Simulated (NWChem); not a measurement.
GeH₄O; SMILES [OH][GeH3]

Program: NWChem. Medium grid unless said otherwise, to which SCAN and Minnesota functionals are sensitive. The geometry was optimised at PBE0/def2-SVP. Hybrids' shares of exact exchange are those that their runs print; pure functionals count as 0. The functionals differ in more than this share.

| row | share of exact exchange | orbital gap (eV) |
|---|---|---|
| PBE/def2-SVP | 0.00 | 6.12 |
| r2SCAN/def2-SVP | 0.00 | 6.98 |
| B3LYP/def2-SVP | 0.20 | withheld |
| PBE0/def2-SVP | 0.25 | 8.70 |
| BHandHLYP/def2-SVP | 0.50 | 11.09 |

Question: Fit a straight line of the last column on the one before it, predict the withheld value, and compare with the run.

Answer: 
1. Means of the 4 shown rows: x = 0.188, y = 8.223. Slope Σ(x − x̄)(y − ȳ)/Σ(x − x̄)² = 1.553/0.1719 = 9.036; intercept 6.528.
2. The shown rows scatter about the line by 0.308 (root mean square); the largest residual is +0.45, at r2SCAN/def2-SVP.
3. At x = 0.20 (B3LYP/def2-SVP; inside the shown range) the line gives 8.34.
4. The run gives 8.13, -0.21 from the line, 0.7 times the scatter.
